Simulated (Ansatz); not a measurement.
Stepwise reaction of `CB(C)BN` with hydrogen, as a gas-phase model of exchange steps in deposition or etching. ΔE in kJ/mol.

Computed with Ansatz on PBE0-D4/def2-TZVP structures; ΔE is electronic, products minus reactants. CBS: MP2 limit from def2 TZ/QZ plus the TZ coupled-cluster correction, frozen cores. This one scheme is used for every species. DFT in def2-TZVPP. B3LYP here is the variant with VWN-RPA as its local correlation; programs differ in this. One conformer a species, not always the lowest.

| step | reaction | PBE-D4 | B3LYP-D4 | ωB97M-V | CCSD(T)/CBS |
| --- | --- | --- | --- | --- | --- |
| 1 | `CB(C)BN` + H₂ → `CBBN` + CH₄ | -16.5 | -23.2 | -20.9 | -20.1 |
| 2 | `CBBN` + H₂ → `BBN` + CH₄ | -15.8 | -23.6 | -21.4 | -21.4 |

Task: By hand: ΔE of the 2 steps together at CCSD(T)/CBS.

Result: (-20.1) + (-21.4) = -41.5 kJ/mol, or -20.8 kJ/mol a step.

In ΔE the steps differ by no more than 1.3 kJ/mol. All are downhill at CCSD(T)/CBS. PBE-D4 differs from CCSD(T)/CBS by 3.6 to 5.6 kJ/mol a step. Isolated molecules leave out the surface, adducts and barriers. Largest T1 diagnostic: 0.013.
